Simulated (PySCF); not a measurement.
Work out the structure from these simulated measurements.

Formula: CH3AlCl2S.

| Quantity | Value |
| --- | --- |
| UV, strongest line | among the 15 lowest singlet transitions: S5 at 7.12 eV (174 nm, f = 0.319) [TDDFT wB97X-D/def2-SVPD] |
| 13C NMR | chemical shifts (computed TMS as zero) by class: 13.6 (1 C) ppm [GIAO B3LYP/pcSseg-1 (pcSseg-2 on Al)] |
| NMR, other nuclei | isotropic shieldings of nuclei other than C and H, by class: 368 (1 Al), 638 (1 S), 920 (2 Cl) ppm [GIAO B3LYP/pcSseg-1 (pcSseg-2 on Al)] |
| Triplet | lowest triplet excitation (Tamm–Dancoff): 5.25 eV [TDA wB97X-D/def2-SVPD] |
| Polarisability | 83.4 au [wB97X-D/def2-SVPD] |
| UV, first state | lowest singlet excitation: 5.51 eV (225 nm, f = 0.022) [TDDFT wB97X-D/def2-SVPD] |
| 1H NMR | chemical shifts (computed TMS as zero) by class: 2.22 (3 H) ppm [GIAO B3LYP/pcSseg-1 (pcSseg-2 on Al)] |
| Dipole | 2.11 D [wB97X-D/def2-SVPD] |
| Rotational structure | rotational constants A, B, C: 2.184, 1.385, 0.852 GHz [PBE0-D3(BJ)/def2-SVP] |

The electronic properties come from PySCF, for the isolated species, density fitting. Levels stand in brackets. Isolated species at its PBE0-D3(BJ)/def2-SVP geometry (one conformer only). NMR classes are plain means over equivalent atoms (diastereotopic ones count apart unless rotation or inversion swaps them), as if these changed places fast.

Q: Propose a structure and show how it fits.

A: The one carbon: carbon bonded to S and 3 H (13.6 ppm). All hydrogens form one class (2.22 ppm): hydrogen on carbon. The other shieldings belong to: 368 ppm, aluminium bonded to 2 Cl and S; 638 ppm, sulfur bonded to Al and C; 920 ppm, chlorine bonded to Al. By its constants the optimised geometry is an asymmetric top. Structure: AlCl2(SMe) (`C[S][Al]([Cl])[Cl]`). The assignments are read from this structure; whether some other isomer fits the data as well wasn't checked.
